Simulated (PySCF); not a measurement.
Species: C₇H₈F₃P.
Z-matrix (Å and degrees, GFN2-xTB geometry), rows numbered from 1:
```
F 
C   1  1.3402
F   2  1.3420  1  106.43
F   2  1.3468  1  106.32  3  -112.70
C   2  1.5027  1  112.11  3   123.67
P   5  1.8861  2  108.68  1   -58.00
C   6  1.8140  5   96.52  2   172.86
C   7  1.3254  6  121.89  5   134.47
C   8  1.4990  7  123.70  6    -4.55
C   9  1.4995  8  112.18  7   -33.78
C  10  1.3257  9  123.95  8    34.08
H   5  1.0917  2  109.45  1   179.41
H   5  1.0919  2  107.71  1    60.01
H   7  1.0815  6  116.53  5   -50.52
H   8  1.0819  7  120.40  6   176.98
H   9  1.0962  8  108.93  7    86.86
H   9  1.0917  8  109.87  7  -156.22
H  10  1.0820  9  115.78  8  -144.59
H  11  1.0809  6  116.59  5    52.43
```

NICS = −σ at a ghost point: NICS(0) at the centroid of the ring atoms, NICS(1) 1 Å to either side along the normal of their mean plane, zz for the tensor component along that normal. Level: GIAO PBE0/pcSseg-1 (PySCF, non-relativistic, gas phase) on the GFN2-xTB geometry, one conformer.

Ring bond lengths (Å), with Mayer bond orders in brackets: P6–C7 1.814 (0.93), C7–C8 1.325 (1.91), C8–C9 1.499 (1.05), C9–C10 1.499 (1.05), C10–C11 1.326 (1.91), C11–P6 1.815 (0.93).

What do the NICS probes read (ppm)?

```
               ring                                                     type  NICS(0)  NICS(1), two faces  NICS(1)zz, two faces  rms pucker (Å)  centre to ring atoms, mean (Å)
P6–C7–C8–C9–C10–C11  6-membered ring with P; formal bonds 2 double, 4 single     -2.1         -2.2 / -4.8           -1.2 / -4.3            0.23                            1.51
```

What can be read from them?

- P6–C7–C8–C9–C10–C11: mean NICS(1)zz -2.8 ppm, near zero. C9 has four or more neighbours, so the value isn't read as a sign of a π ring current. The two faces differ by 3.1 ppm, so no symmetry operation interchanges them.

At the first NICS(1) probe listed for ring P6–C7–C8–C9–C10–C11, 1 Å off the ring, what do the in-plane components average?

The isotropic value is a third of the trace: (3 × -2.2 − (-1.2))/2 = -2.7 ppm.
